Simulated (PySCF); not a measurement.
ammonia borane (BH₆N), SMILES [BH3-][NH3+].

Geometry: B3LYP-D3(BJ)/def2-TZVP.

These are PBE/def2-TZVPD (PySCF) values and carry that method's errors.

The molecule is in vacuum.

* **total energy**: -83.11822 hartree
* **point group**: C3v
* **highest occupied level**: -6.46 eV
* **lowest empty level**: -1.23 eV
* **orbital gap**: 5.23 eV
* **dipole moment**: 5.25 D
* **quadrupole, principal values (traceless, Buckingham form, about the centre of nuclear charge)**: -0.33, 0.16, 0.16 D·Å
* **mean static polarisability**: 33.4 bohr³ (4.95 Å³)
* **polarisability, principal values**: 32.5, 32.5, 35.2 bohr³
